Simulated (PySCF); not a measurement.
Species: C5H10OSi3.
Structure used (GFN2-xTB), in Å, numbered top down from 1:
```xyz
19
C5H10OSi3 angstrom
C      3.928    0.536    1.479
C      2.744    0.165    0.736
C      1.758   -0.146    0.115
Si     0.230   -0.641   -0.807
C     -0.531    0.980   -1.448
C     -1.794    1.379   -1.286
Si    -3.190    0.489   -0.384
O     -2.649   -0.855    0.346
Si    -1.289   -1.749    0.523
H      3.927    1.609    1.674
H      4.821    0.282    0.909
H      3.952    0.004    2.431
H      0.694   -1.370   -2.012
H      0.146    1.632   -1.996
H     -2.084    2.336   -1.716
H     -3.722    1.329    0.690
H     -4.210    0.040   -1.334
H     -1.691   -3.096    0.102
H     -1.050   -1.760    1.970
```

NICS = −σ at a ghost point: NICS(0) at the centroid of the ring atoms, NICS(1) 1 Å to either side along the normal of their mean plane, zz for the tensor component along that normal. Level: GIAO PBE0/pcSseg-1 (PySCF, non-relativistic, gas phase) on the GFN2-xTB geometry, one conformer.

Ring bond lengths (Å), with Mayer bond orders in brackets: Si4–C5 1.902 (0.87), C5–C6 1.334 (1.95), C6–Si7 1.886 (0.87), Si7–O8 1.623 (0.95), O8–Si9 1.637 (0.88), Si9–Si4 2.303 (0.92).

What do the NICS probes read (ppm)?

```
                ring                                                              type  NICS(0)  NICS(1), two faces  NICS(1)zz, two faces  rms pucker (Å)  centre to ring atoms, mean (Å)
Si4–C5–C6–Si7–O8–Si9  6-membered ring with O and 3 Si; formal bonds 1 double, 5 single      0.1         -0.5 / -0.3             3.9 / 4.7            0.04                            1.77
```

What can be read from them?

- Si4–C5–C6–Si7–O8–Si9: mean NICS(1)zz 4.3 ppm, deshielded. Si4, Si7, Si9 have four or more neighbours, and the NICS criterion for π rings isn't applied.

What is the mean of the two in-plane components of NICS at the first NICS(1) probe listed for ring Si4–C5–C6–Si7–O8–Si9, 1 Å off the ring?

The isotropic value is a third of the trace: (3 × -0.5 − (3.9))/2 = -2.7 ppm.

On one thread, Arm Neoverse N1 (aarch64), on a shared host, this took 88 s and 1.1 GiB of memory at its peak. This is the whole shielding run at PBE0/pcSseg-1, SCF included.
